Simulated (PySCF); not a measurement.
# Relaxation of singlet [CoS2]-

All numbers come from B3LYP in PySCF with Co def2-SVPD, S def2-SVPD; no relativity; density-fitted integrals. A (50,194) grid was used.

A hand-made linear start, of D∞h symmetry, held to at least that symmetry:

```xyz
3
charge -1 multiplicity 1, angstrom
Co    0.0000    0.0000    0.0000
S     0.0000    0.0000    1.9700
S     0.0000    0.0000   -1.9700
```

Q: What forces act on the atoms at the start (eV/Å)?

A: 
| atom | Fx | Fy | Fz |
| --- | --- | --- | --- |
| Co1 | 0.00 | 0.00 | 0.00 |
| S2 | 0.00 | 0.00 | 0.82 |
| S3 | 0.00 | 0.00 | -0.82 |

Q: What does it relax to?

A: It ends at D∞h with Co–S 2.006 Å (×2); S–Co–S 180.0°. A frequency run shows 2 imaginary modes (one degenerate set), down to 82i cm⁻¹, so it is a higher-order saddle point. Other isomers or separated fragments may lie lower.

Q: How much energy is released, and in how many steps?

A: 2.8 kJ/mol in 3 steps.

Stability towards spin polarisation was not tested. At this level a quintet minimum of D∞h symmetry lies 122 kJ/mol below this structure.

The relaxation took about 3 core-minutes on a shared host.
